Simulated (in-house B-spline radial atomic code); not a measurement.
A fraction x of an electron is removed from 3s in Cl IV (Cl3+), starting from [Ne] 3s2 3p2 and keeping the highest spin. Method: scalar-relativistic (X2C) TPSS, spin-polarised, spherical fractional occupations, Fermi nucleus of rms radius 3.3654 fm. Calculated with a radial B-spline atomic code at the basis-set limit.

```json
{"x": "0", "E(x) - E(0) (eV)": "0.0000", "3s down level (eV)": "-56.955"}
{"x": "0.05", "E(x) - E(0) (eV)": "2.8636", "3s down level (eV)": "-57.587"}
{"x": "0.23", "E(x) - E(0) (eV)": "?", "3s down level (eV)": "?"}
{"x": "0.33", "E(x) - E(0) (eV)": "19.4785", "3s down level (eV)": "-61.076"}
{"x": "0.49", "E(x) - E(0) (eV)": "29.4086", "3s down level (eV)": "-63.054"}
{"x": "0.5", "E(x) - E(0) (eV)": "?", "3s down level (eV)": "?"}
{"x": "0.54", "E(x) - E(0) (eV)": "32.5770", "3s down level (eV)": "-63.685"}
{"x": "0.67", "E(x) - E(0) (eV)": "40.9673", "3s down level (eV)": "-65.431"}
{"x": "0.82", "E(x) - E(0) (eV)": "50.9589", "3s down level (eV)": "-67.915"}
{"x": "0.97", "E(x) - E(0) (eV)": "61.3749", "3s down level (eV)": "-70.753"}
{"x": "1", "E(x) - E(0) (eV)": "63.4835", "3s down level (eV)": "-"}
```

What belongs in the row x = 0.23?

An energy change of 13.4327 eV; 3s down at -59.840 eV.

What belongs in the row x = 0.5?

An energy change of 30.0398 eV; 3s down at -63.179 eV.

Check Janak's theorem between x = 0.33 and 0.49.

The slope of the energy is 62.06 eV; the orbital levels give 62.06 eV (-ε of the emptying orbital, averaged over the two points).
